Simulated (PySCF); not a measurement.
H₅FOSi₂, SMILES F[SiH2]O[SiH3] (PBE0/def2-SVP optimised geometry):

```
9

F      1.604    -1.591     0.000
Si    -0.017    -1.591     0.000
O     -0.550    -0.043     0.000
Si    -0.280     1.596     0.040
H     -0.468    -2.275    -1.237
H     -0.467    -2.278     1.236
H     -1.604     2.278     0.033
H      0.467     1.965     1.278
H      0.507     2.016    -1.156
```

Computed with PySCF with PBE0/def2-TZVP.

Problem. What are the frontier orbital energies and the dipole moment?

Solution. HOMO-2 -9.89 eV, HOMO-1 -9.32 eV, HOMO -8.87 eV, LUMO -0.07 eV, LUMO+1 0.56 eV; dipole moment 1.06 D.

On the same geometry PBE/def2-TZVP run with PySCF gives HOMO-2 -8.44 eV, HOMO-1 -7.89 eV, HOMO -7.44 eV, LUMO -0.95 eV, LUMO+1 -0.33 eV; dipole moment 0.99 D.

Meta-Löwdin charges at PBE0/def2-TZVP: F1 -0.51, Si2 1.16, O3 -0.83, Si4 0.75, H5 -0.12, H6 -0.12, H7 -0.10, H8 -0.11, H9 -0.11.
